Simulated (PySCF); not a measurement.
# Diatomics of Se with group 14

CCSD(T) with double-zeta basis sets in PySCF, for the lowest determinant that a PBE0 search found; no spin–orbit coupling. De refers to high-spin ground-configuration atoms.

| M | basis | reference, frozen orbitals | state (unpaired electrons) | Re (Å) | ωe (cm⁻¹) | De (eV) |
| --- | --- | --- | --- | --- | --- | --- |
| C | def2-SVP | RHF, 10 | singlet (closed shell) | 1.689 | 1042 | 5.77 |
| Si | x2c-SVPall | RHF, 14 | singlet (closed shell) | 2.080 | 576 | 5.10 |
| Ge | cc-pVDZ-PP | RHF, 8 | singlet (closed shell) | 2.170 | 396 | 4.63 |
| Sn | def2-SVP | RHF, 13 | singlet (closed shell) | 2.370 | 320 | 4.13 |
| Pb | def2-SVP | RHF, 13 | singlet (closed shell) | 2.458 | 274 | 3.82 |

The shortest bond is that of CSe (1.689 Å), the longest that of PbSe (2.458 Å).

The rows differ in basis set, which adds steps of its own.

Down a group the atoms grow and get heavier, so bonds lengthen and wavenumbers fall; this series shows no clear exception.

Correlated steps freeze the inner cores (8 to 14 orbitals); shallow outer-core shells are correlated. Correlated levels converge slowly with the basis: in double zeta they bind strong bonds too weakly, by up to about 1 eV, and carry superposition errors of some tenths. These are scalar-relativistic numbers at best; spin–orbit coupling would shift them, the dissociation energy most. Where the molecule has an RHF reference, its open-shell atoms are computed with UHF. The CCSD T1 diagnostic is raised in CSe, PbSe, a sign that a single reference may not be enough there.
